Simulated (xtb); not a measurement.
Cl4HSi2, SMILES [Si](Cl)(Cl)([SiH]Cl)Cl (connectivity only; charge and spin as stated), charge +1, multiplicity 1. All values are semi-empirical tight-binding results from xtb (GFN2-xTB unless named), good for trends rather than for accurate numbers. The structure is a stationary point at GFN2-xTB. The multiplicity is an assumed one; other spin states were not compared. The isomer is the one that the SMILES or the coordinates give; other isomers of the formula were not compared. Other conformers were not sampled.

Optimised geometry:

```xyz
7

Cl     2.9242    -1.0546    -0.3722
Si     1.6252     0.3909    -0.4344
Si    -0.7278     0.1940     0.1092
Cl    -0.8218    -0.3844     2.0219
Cl    -1.4855    -1.1618    -1.1514
Cl    -1.4847     2.0206    -0.1799
H      2.1883     1.6751    -0.8601
```
Charge +1, spin multiplicity 1.

A frequency run showed that this geometry is not a minimum.

* **point group as xtb finds it**: Cs
* **orbital gap**: 2.36 eV
* **static polarisability (D4 model)**: 114.4 bohr³
* **solvation energy, GFN2-xTB/ALPB(water)**: -50.1 kcal/mol
* **solvation energy, GFN2-xTB/ALPB(acetonitrile)**: -48.9 kcal/mol

Problem. Give the atomic charges and the Wiberg bond orders between heavy atoms. (An estimate is asked for; the answer gives what the named calculation found.)

Solution. charges (e) Cl1 0.13, Si2 0.53, Si3 0.47, Cl4 -0.07, Cl5 -0.07, Cl6 -0.07, H7 0.09. Bond orders Cl1–Si2 1.66, Si2–Si3 0.69, Si3–Cl4 1.24, Si3–Cl5 1.24, Si3–Cl6 1.24.
